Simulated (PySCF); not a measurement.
Isomers of C4H10FN3Si2, mass 175.040 u with the commonest isotopes. The calculation used PBE0/pcSseg-1 in PySCF (dipole) on a GFN2-xTB geometry, gas phase. One conformer each, none proved a minimum here; rigid rotors.

Question: Order these by radius of gyration √(Σ m r²/M), smallest first.
A. `[CH3:1][NH:2][SiH2:3][n:4]1[cH:5][n:6][cH:7][c:8]1[SiH2:9][F:10]` with C1–N2–Si3–N4 -173°, N2–Si3–N4–C5 27°, C7–C8–Si9–F10 -125°
B. `[CH3:1][NH:2][SiH2:3][SiH2:4][n:5]1[cH:6][n:7][cH:8][c:9]1[F:10]` with C1–N2–Si3–Si4 58°, N2–Si3–Si4–N5 175°, Si3–Si4–N5–C6 -114°
C. `[CH3:1][SiH2:2][NH:3][SiH2:4][n:5]1[cH:6][n:7][cH:8][c:9]1[F:10]` with C1–Si2–N3–Si4 -175°, Si2–N3–Si4–N5 8°, N3–Si4–N5–C6 97°

Answer: C (2.382 Å), A (2.490 Å), B (2.598 Å).

Question: Order these by rotational constant B, smallest first.
A. `[CH3:1][NH:2][SiH2:3][SiH2:4][n:5]1[cH:6][n:7][cH:8][c:9]1[F:10]` with C1–N2–Si3–Si4 58°, N2–Si3–Si4–N5 175°, Si3–Si4–N5–C6 -114°
B. `[CH3:1][SiH2:2][NH:3][SiH2:4][n:5]1[cH:6][n:7][cH:8][c:9]1[F:10]` with C1–Si2–N3–Si4 -175°, Si2–N3–Si4–N5 8°, N3–Si4–N5–C6 97°
C. `[CH3:1][NH:2][SiH2:3][n:4]1[cH:5][n:6][cH:7][c:8]1[SiH2:9][F:10]` with C1–N2–Si3–N4 -173°, N2–Si3–N4–C5 27°, C7–C8–Si9–F10 -125°

Answer: A (486.6 MHz), B (628.9 MHz), C (684.7 MHz).

Question: Order these by rotational constant C, smallest first.
A. `[CH3:1][SiH2:2][NH:3][SiH2:4][n:5]1[cH:6][n:7][cH:8][c:9]1[F:10]` with C1–Si2–N3–Si4 -175°, Si2–N3–Si4–N5 8°, N3–Si4–N5–C6 97°
B. `[CH3:1][NH:2][SiH2:3][n:4]1[cH:5][n:6][cH:7][c:8]1[SiH2:9][F:10]` with C1–N2–Si3–N4 -173°, N2–Si3–N4–C5 27°, C7–C8–Si9–F10 -125°
C. `[CH3:1][NH:2][SiH2:3][SiH2:4][n:5]1[cH:6][n:7][cH:8][c:9]1[F:10]` with C1–N2–Si3–Si4 58°, N2–Si3–Si4–N5 175°, Si3–Si4–N5–C6 -114°

Answer: C (456.2 MHz), B (479.4 MHz), A (590.0 MHz).

```
                SMILES  point group  Ia (u·Å²)  Ib (u·Å²)  Ic (u·Å²)      κ  μa (D)  μb (D)  μc (D)
CN[SiH2][SiH2]n1cncc1F           C1     217.11    1038.63    1107.81  -0.97    4.96    0.07    0.57
C[SiH2]N[SiH2]n1cncc1F           C1     326.84     803.54     856.56  -0.92    3.65    2.25    0.49
CN[SiH2]n1cncc1[SiH2]F           C1     377.47     738.12    1054.19  -0.52    2.53    1.66    0.55
```
